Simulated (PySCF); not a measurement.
## Mg (magnesium, neutral) across methods

[Ne] 3p2, high-spin 3P determinant (an excited configuration). All numbers are calculated (PySCF 2.14, the spin-free X2C one-electron Hamiltonian (Gaussian nucleus), in dyall-acv3z (20s13p7d4f, 122 functions)).

```json
{"method": "wB97M-V", "E (hartree)": "-200.1166", "mean ε 2p α (eV)": "-56.800", "mean ε 2p β (eV)": "-56.627", "mean ε 3p α (eV)": "-4.666", "Σ⟨r²⟩ (bohr²)": "43.18", "⟨S²⟩": "2.000"}
{"method": "PBE0", "E (hartree)": "-200.0446", "mean ε 2p α (eV)": "-54.386", "mean ε 2p β (eV)": "-54.208", "mean ε 3p α (eV)": "-3.570", "Σ⟨r²⟩ (bohr²)": "41.16", "⟨S²⟩": "2.000"}
{"method": "wB97X-V", "E (hartree)": "-200.0943", "mean ε 2p α (eV)": "-56.590", "mean ε 2p β (eV)": "-56.444", "mean ε 3p α (eV)": "-4.920", "Σ⟨r²⟩ (bohr²)": "41.77", "⟨S²⟩": "2.000"}
{"method": "LDA", "E (hartree)": "-199.2038", "mean ε 2p α (eV)": "-50.288", "mean ε 2p β (eV)": "-50.140", "mean ε 3p α (eV)": "-2.999", "Σ⟨r²⟩ (bohr²)": "40.79", "⟨S²⟩": "2.000"}
{"method": "r2SCAN", "E (hartree)": "-200.1268", "mean ε 2p α (eV)": "-51.596", "mean ε 2p β (eV)": "-51.462", "mean ε 3p α (eV)": "-3.091", "Σ⟨r²⟩ (bohr²)": "40.78", "⟨S²⟩": "2.000"}
{"method": "CAM-B3LYP", "E (hartree)": "-200.1335", "mean ε 2p α (eV)": "-55.636", "mean ε 2p β (eV)": "-55.473", "mean ε 3p α (eV)": "-4.253", "Σ⟨r²⟩ (bohr²)": "41.10", "⟨S²⟩": "2.000"}
{"method": "PBE", "E (hartree)": "-200.0347", "mean ε 2p α (eV)": "-50.154", "mean ε 2p β (eV)": "-50.011", "mean ε 3p α (eV)": "-3.025", "Σ⟨r²⟩ (bohr²)": "40.65", "⟨S²⟩": "2.000"}
{"method": "UHF", "E (hartree)": "-199.69022", "mean ε 2p α (eV)": "-66.041", "mean ε 2p β (eV)": "-65.757", "mean ε 3p α (eV)": "-4.835", "Σ⟨r²⟩ (bohr²)": "44.28", "⟨S²⟩": "2.000"}
```
